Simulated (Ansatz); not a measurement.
Cost and result for the atomization energy of C₂H₆NSi (`C=C[SiH2][NH]`) radical (10 atoms, 9 bonds).

Cartesian coordinates in Å:
```
C 1.051 0.910 -1.231
C 0.183 0.916 -0.224
Si -0.234 -0.616 0.729
N -1.971 -0.832 0.772
H 1.549 -0.002 -1.549
H 1.305 1.810 -1.785
H -0.293 1.857 0.049
H 0.514 -1.758 0.125
H 0.158 -0.487 2.166
H -2.261 -1.796 0.947
```

Total charge 0; spin multiplicity 2. Geometry: relaxed with PBE0-D4/def2-TZVP. It is one conformer, not always the lowest. Program: Ansatz. All runs use 4 threads of an Arm Neoverse V1 on a shared host. Times are those of one run each, without the atoms' runs, and a repeat can differ threefold. Electronic energies, without spin–orbit coupling; frozen cores. CCSD(T)/CBS adds CCSD(T) − MP2 in def2-TZVPP to the MP2 limit, and its time is that of the two runs behind it. T1 = 0.014; ⟨S²⟩ of the reference is 0.76. HSE06 is the plane-wave form, built on full-range PBE exchange.

CCSD(T)/CBS is a level of theory with its own doubt, some kJ/mol a heavy atom from the limit and from the frozen cores, so smaller differences don't rank the functionals.

```csv
level,functions,wall time
LDA (SPW92)/def2-TZVPP,219,1.7 s
BLYP-D4/def2-TZVPP,219,2.6 s
PBE-D4/def2-TZVPP (with forces),219,2.9 s
PBE0-D4/def2-TZVPP,219,4.2 s
HSE06-D4/def2-TZVPP,219,4.9 s
B2PLYP/def2-TZVPP,219,7 s
r2SCANh-D4/def2-TZVPP,219,8 s
CCSD(T)/def2-SVP,90,8 s
B97M-V/def2-TZVPP,219,11 s
ωB97X-V/def2-TZVPP,219,15 s
MP2/def2-QZVPP,421,66 s
CCSD(T)/def2-TZVPP,219,3.8 min
CCSD(T)/CBS(def2),–,4.9 min
```

(1) What atomization energy does each give, and how far from CCSD(T)/CBS? (Estimate.)

## Answers

(1) Computed: 
| level | atomization (kcal/mol) | difference from CCSD(T)/CBS | per bond |
| --- | --- | --- | --- |
| LDA (SPW92)/def2-TZVPP | 963.9 | 113.6 | 12.6 |
| BLYP-D4/def2-TZVPP | 855.9 | 5.6 | 0.6 |
| PBE-D4/def2-TZVPP (with forces) | 867.6 | 17.3 | 1.9 |
| PBE0-D4/def2-TZVPP | 853.5 | 3.2 | 0.4 |
| HSE06-D4/def2-TZVPP | 854.2 | 3.9 | 0.4 |
| B2PLYP/def2-TZVPP | 844.3 | -6.0 | -0.7 |
| r2SCANh-D4/def2-TZVPP | 849.2 | -1.1 | -0.1 |
| CCSD(T)/def2-SVP | 797.2 | -53.1 | -5.9 |
| B97M-V/def2-TZVPP | 855.8 | 5.5 | 0.6 |
| ωB97X-V/def2-TZVPP | 855.2 | 4.9 | 0.6 |
| MP2/def2-QZVPP | 845.2 | -5.1 | -0.6 |
| CCSD(T)/def2-TZVPP | 827.0 | -23.3 | -2.6 |
| CCSD(T)/CBS(def2) | 850.3 | 0.0 | 0.0 |

In def2-TZVPP, CCSD(T) changes the Hartree–Fock value by +203.9 kcal/mol (the triples alone add +11.5 kcal/mol) and MP2 by +208.1 kcal/mol; breaking electron pairs costs correlation energy, which Hartree–Fock lacks. The D4 term adds +6.9 kcal/mol with B3LYP and +3.6 kcal/mol with PBE0; it sums over pairs of atoms, weighted by their polarisabilities, and B3LYP, whose exchange is more repulsive, gets the larger term. From r2SCAN to r2SCAN0 (25 % exact exchange), in def2-TZVPP and without D4, the atomization energy moves by −11.9 kcal/mol: exact exchange takes away binding that semilocal exchange gives to molecules.

B3LYP here is the variant with VWN-RPA as its local correlation; programs differ in this.
